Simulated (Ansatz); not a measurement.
The C5–H7 bond of C2H5Al (SMILES C=[CH][AlH2]) is stretched (multiplicity 1, the rest rigid).
Geometry at rest (charge 0, multiplicity 1):
```tsv
atom	x (Å)	y (Å)	z (Å)
Al	-0.1364	0.1629	1.1626
H	-0.8151	1.5910	1.2176
H	0.1783	-0.6444	2.4857
C	0.2915	-0.5524	-0.5896
C	0.0180	0.1449	-1.6988
H	0.7594	-1.5259	-0.7301
H	0.2417	-0.2199	-2.6984
H	-0.4483	1.1257	-1.6579
```

Correlated levels freeze the cores.

Run with Ansatz (Gaussian orbitals). Values without a source in brackets are computed.

FIC-MRCISD+Q on CASSCF(2,2)/cc-pV(T+d)Z, total energies (hartree):

```tsv
R (Å)	CASSCF	MRCISD	weight c² of the reference
1.087	-320.581352	-320.961940	0.87859
1.903	-320.475871	-320.848422	0.87598
3.480	-320.416695	-320.783500	0.87603
```

Task: Add the Davidson correction (E_MRCISD − E_CASSCF)(1 − c²)/c² and give the energies above the first point at the three levels.

Result: 
Corrections (hartree): -0.052591, -0.052744, -0.051906. Above the first point (kcal/mol):
- R = 1.903 Å: CASSCF 66.2, MRCISD 71.2, with the correction 71.1
- R = 3.480 Å: CASSCF 103.3, MRCISD 112.0, with the correction 112.4

Ansatz is a quantum-chemistry and plane-wave program.
